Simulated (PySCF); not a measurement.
# Bi⁸¹⁺: ionisation energy

Bi⁸¹⁺ 1s2 → Bi⁸²⁺ 1s1 [1s1/2^1, M_J = 1/2], as a difference of total energies. Computed with PySCF 2.14 in an even-tempered Gaussian basis (14 s from 300 bohr⁻², ratio 2.4; 12 p from 400 bohr⁻², ratio 2.4; 3 d from 1200 bohr⁻², ratio 2.6; 3 f from 1800 bohr⁻², ratio 2.6), with the two-component X2C-1e Hamiltonian. Correlated levels: nothing frozen; the 26 highest virtual spinors dropped. "Screened" scales the spin-orbit matrix elements by Boettger's factors to mimic the two-electron term; Breit and QED terms are absent.

```
                    method  ionisation energy (eV)
 GHF (screened spin-orbit)                102538.6
GMP2 (screened spin-orbit)                102540.8
     GHF (bare spin-orbit)                102538.6
    GMP2 (bare spin-orbit)                102540.8
```

Q: How much does correlation contribute at GMP2 (bare spin-orbit)?

A: 102540.8 − (102538.6) = 2.2 eV, measured against GHF (bare spin-orbit).

For this ion Breit and QED terms and the two-electron picture change, all absent here, outweigh the correlation shift from GHF to GMP2.

For comparison: 102251.8 ± 0.4 eV (theoretical estimate listed by NIST; NIST Atomic Spectra Database, ionization energies).
